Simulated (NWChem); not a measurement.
System: CH4OSi, singlet; SMILES CO[SiH]

```xyz
7

Si     0.0045     1.2375     0.0000
H     -1.5233     0.9278     0.0000
O      0.5242    -0.3401     0.0000
C     -0.1814    -1.5511     0.0000
H      0.0916    -2.1398    -0.8908
H      0.0916    -2.1398     0.8908
H     -1.2741    -1.3855     0.0000
```
Atoms are numbered in this order, from 1.

All runs: NWChem. Pople sets run with spherical d functions. Low-valent species are run as closed-shell singlets; no triplet was tried in these runs. The geometry was optimised at PBE0/def2-SVP. Core excitations by TDA in a window of 1s orbitals, non-relativistic and unshifted: absolute energies depend strongly on the exact-exchange share.

**Question.** Estimate the computed values for O K edge, PBE0/6-311G**. Quantities: first 1s excitation (eV); dipole oscillator strength of the first; first state with f > 0.002 (eV); dipole oscillator strength of that state.

**Answer.** The first 1s excitation (eV) is 518.8 and the dipole oscillator strength of the first is 0.0159. The first state with f > 0.002 (eV) is 518.8 and the dipole oscillator strength of that state is 0.0159.
